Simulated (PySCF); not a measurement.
CH5AlClN, singlet, at a GFN2-xTB geometry (such geometries of metal compounds can be far from the true shape); MP2/cc-pVDZ in PySCF.

PySCF was given this input:
```python
from pyscf import gto, scf, mp

mol = gto.Mole()
mol.atom = '''
    Al    0.48135488   -0.09296804    0.19740626
    Cl   -0.41146486    0.29270915    1.96914994
    H     1.96551953   -0.44274904    0.17312218
    N    -0.35861558   -0.05314847   -1.37433517
    C     0.23627650   -0.32253180   -2.67921928
    H    -1.34564708    0.16789078   -1.47428118
    H     0.16094898    0.54518124   -3.34120768
    H    -0.24180263   -1.17566085   -3.16956605
    H     1.29092031   -0.55490309   -2.53423579
'''
mol.basis = 'cc-pvdz'
mol.verbose = 4
mol.max_memory = 1800
mol.build()

mf = scf.RHF(mol)
mf.kernel()

pt = mp.MP2(mf, frozen=12)
pt.kernel()
print('E(MP2) = %.10f' % pt.e_tot)
```

It wrote (shortened):

```
PySCF version 2.14.0

[INPUT] verbose = 4
[INPUT] num. atoms = 9
[INPUT] num. electrons = 48
[INPUT] charge = 0
[INPUT] spin (= nelec alpha-beta = 2S) = 0
[INPUT] symmetry False subgroup None
[INPUT] Mole.unit = angstrom
[INPUT] Symbol           X                Y                Z      unit          X                Y                Z       unit  Magmom
[INPUT]  1 Al     0.481354880000  -0.092968040000   0.197406260000 AA    0.909628891923  -0.175684133938   0.373043766675 Bohr   0.0
[INPUT]  2 Cl    -0.411464860000   0.292709150000   1.969149940000 AA   -0.777555895283   0.553140127654   3.721154084804 Bohr   0.0
[INPUT]  3 H      1.965519530000  -0.442749040000   0.173122180000 AA    3.714293604184  -0.836674427514   0.327153506288 Bohr   0.0
[INPUT]  4 N     -0.358615580000  -0.053148470000  -1.374335170000 AA   -0.677685230202  -0.100436052240  -2.597117074658 Bohr   0.0
[INPUT]  5 C      0.236276500000  -0.322531800000  -2.679219280000 AA    0.446497874671  -0.609496768463  -5.062990666854 Bohr   0.0
[INPUT]  6 H     -1.345647080000   0.167890780000  -1.474281180000 AA   -2.542904441521   0.317267593040  -2.785987660801 Bohr   0.0
[INPUT]  7 H      0.160948980000   0.545181240000  -3.341207680000 AA    0.304149492228   1.030243231851  -6.313967440493 Bohr   0.0
[INPUT]  8 H     -0.241802630000  -1.175660850000  -3.169566050000 AA   -0.456940746900  -2.221677021873  -5.989611768219 Bohr   0.0
[INPUT]  9 H      1.290920310000  -0.554903090000  -2.534235790000 AA    2.439485834539  -1.048614865775  -4.789011578171 Bohr   0.0

nuclear repulsion = 192.177911318911
number of shells = 35
number of NR pGTOs = 169
number of NR cGTOs = 89
basis = cc-pvdz
ecp = {}

******** <class 'pyscf.scf.hf.RHF'> ********
method = RHF
initial guess = minao
damping factor = 0
level_shift factor = 0
DIIS = <class 'pyscf.scf.diis.CDIIS'>
diis_start_cycle = 1
diis_space = 8
diis_damp = 0
SCF conv_tol = 1e-09
SCF conv_tol_grad = None
SCF max_cycles = 50
direct_scf = True
direct_scf_tol = 1e-13
Set gradient conv threshold to 3.16228e-05
Initial guess from minao.
init E= -797.016616706681
  HOMO = -0.255000715928381  LUMO = 0.0451128931957823  gap/eV = 8.16651
cycle= 1 E= -796.698963431803  delta_E= 0.318  |g|= 0.356  |ddm|= 2.35
  HOMO = -0.362460673045477  LUMO = 0.0799304579515665  gap/eV = 12.03808
cycle= 2 E= -796.739905442585  delta_E= -0.0409  |g|= 0.132  |ddm|= 0.456
  HOMO = -0.380634568729085  LUMO = 0.0880792418476557  gap/eV = 12.75435
cycle= 3 E= -796.74457347398  delta_E= -0.00467  |g|= 0.043  |ddm|= 0.124
  HOMO = -0.368178191004123  LUMO = 0.0914531688548021  gap/eV = 12.50721
cycle= 4 E= -796.745165297419  delta_E= -0.000592  |g|= 0.0112  |ddm|= 0.0485
  HOMO = -0.371639918932124  LUMO = 0.0906719993047416  gap/eV = 12.58015
cycle= 5 E= -796.745202318196  delta_E= -3.7e-05  |g|= 0.00185  |ddm|= 0.011
  HOMO = -0.37143828326084  LUMO = 0.0906817335127479  gap/eV = 12.57493
cycle= 6 E= -796.745204678811  delta_E= -2.36e-06  |g|= 0.000551  |ddm|= 0.0032
  HOMO = -0.37146787241639  LUMO = 0.0907119655825772  gap/eV = 12.57655
cycle= 7 E= -796.745204864468  delta_E= -1.86e-07  |g|= 0.000186  |ddm|= 0.000854
  HOMO = -0.371445892577662  LUMO = 0.0907228324290603  gap/eV = 12.57625
cycle= 8 E= -796.745204891404  delta_E= -2.69e-08  |g|= 5.84e-05  |ddm|= 0.000361
  HOMO = -0.371439389594439  LUMO = 0.0907288767137708  gap/eV = 12.57624
cycle= 9 E= -796.74520489434  delta_E= -2.94e-09  |g|= 1.42e-05  |ddm|= 0.000134
  HOMO = -0.371436746332973  LUMO = 0.0907286204170874  gap/eV = 12.57616
cycle= 10 E= -796.74520489453  delta_E= -1.9e-10  |g|= 3.7e-06  |ddm|= 3.46e-05
  HOMO = -0.371436900398626  LUMO = 0.0907285294645663  gap/eV = 12.57616
Extra cycle  E= -796.745204894531  delta_E= -1.02e-12  |g|= 1.54e-06  |ddm|= 5.65e-06
converged SCF energy = -796.745204894531

******** <class 'pyscf.mp.mp2.RMP2'> ********
nocc = 12, nmo = 77
frozen orbitals 12
E(RMP2) = -797.257940510336  E_corr = -0.512735615804695
E(SCS-RMP2) = -797.254010185835  E_corr = -0.508805291304314
E_corr(same-spin) = -0.122858593455369
E_corr(oppo-spin) = -0.389877022349326
E(MP2) = -797.2579405103
```
